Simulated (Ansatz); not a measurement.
Computed with Ansatz on PBE0-D4/def2-TZVP structures; ΔE is electronic, products minus reactants. CBS: MP2 limit from def2 TZ/QZ plus the TZ coupled-cluster correction, frozen cores. DFT in def2-TZVPP. For Ge outer-core shells are correlated without core-valence functions, which leaves a few kJ/mol of doubt a bond. Scalar relativity is left out up to krypton. Each species was taken in one conformer, which may not be the lowest.

`C[O][GeH]([Cl])[O]C` + `CBCN` → `CB(C)CN` + `C[O][GeH]([OH])[Cl]`  (formal exchange of groups at a C–O bond)

CCSD(T)/CBS gives -106.7 kJ/mol.

Another level gave -105.9 kJ/mol. Which?
A. MP2/def2-TZVPP
B. HF/def2-TZVPP
C. PBE-D4/def2-TZVPP
D. B2PLYP/def2-TZVPP

C. PBE-D4 -105.9, MP2/def2-TZVPP -110.3, B2PLYP -101.9, HF/def2-TZVPP -89.8 kJ/mol.

Largest T1 diagnostic among the species: 0.011.

In def2-TZVPP, CCSD(T) changes the Hartree–Fock value by −14.6 kJ/mol (the triples alone add −0.9 kJ/mol) and MP2 by −20.5 kJ/mol.
